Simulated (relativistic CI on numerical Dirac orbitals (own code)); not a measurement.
**Ions with 16 electrons, S I to Br XX**

Calculated at this level of theory: Dirac-Coulomb-Breit CI, orbitals from a KLI potential per configuration, model QED (radiative potential, 1s self-energy scaled to tabulated hydrogen-like ionisation energies), unscaled Slater integrals (own radial code, finite nucleus).

Configuration list (outside the closed core [Ne]): 3s2.3p4, 3s.3p5, 3p6, 3s2.3p3.3d, 3s.3p4.3d, 3s2.3p2.3d2, 3s2.3p.3d3, 3s.3p2.3d3. Double excitations out of closed p, d and f shells are left out; levels of such configurations are missing from the list, as are those of other unlisted configurations, and high levels can miss mixing partners.

Energies above each ion's lowest level, in eV. Levels are followed by their leading LS label, which can pass from one level to another where the coupling changes.

```csv
Ion,3s2.3p4 3P_2,3s2.3p4 3P_1,3s2.3p4 3P_0,3s2.3p4 1D_2,3s2.3p4 1S_0
S I,0,0.048887,0.07097,1.4244,2.5937
Cl II,0,0.084172,0.1211,1.7155,3.5884
Ar III,0,0.13472,0.1912,2.0058,4.2756
K IV,0,0.2031,0.28356,2.3023,4.9233
Ca V,0,0.29283,0.40113,2.6085,5.572
Sc VI,0,0.40806,0.54684,2.9292,6.2346
Ti VII,0,0.55348,0.72332,3.2696,6.9208
V VIII,0,0.73438,0.93268,3.6357,7.6409
Cr IX,0,0.95659,1.1762,4.0339,8.4064
Mn X,0,1.2266,1.4544,4.4713,9.2307
Fe XI,0,1.5513,1.7661,4.9558,10.13
Co XII,0,1.9382,2.1093,5.4956,11.121
Ni XIII,0,2.3955,2.4804,6.0998,12.224
Cu XIV,0,2.9315,2.8749,6.7777,13.461
Zn XV,0,3.5552,3.2874,7.5391,14.856
Ga XVI,0,4.2758,3.7125,8.3943,16.433
Ge XVII,0,5.1032,4.1448,9.3537,18.217
As XVIII,0,6.0474,4.5799,10.428,20.233
Se XIX,0,7.1187,5.0141,11.628,22.505
Br XX,0,8.3282,5.4447,12.966,25.058
```

The lowest level keeps the configuration 3s2.3p4 and J = 2 throughout.

Between Z = 32 and 35 the energy of 3s2.3p4 3P_1 follows a local power law Z^5.5. For orientation: electrostatic splittings inside a shell grow about linearly with the screened charge, excitations that change n as its square, and fine structure as its fourth power; written in Z itself the exponents are larger, since the screened charge grows faster in proportion.

The members near neutrality are the least accurate: they can be off by several eV, miss lower levels of configurations outside the list, or start from a wrong lowest level.
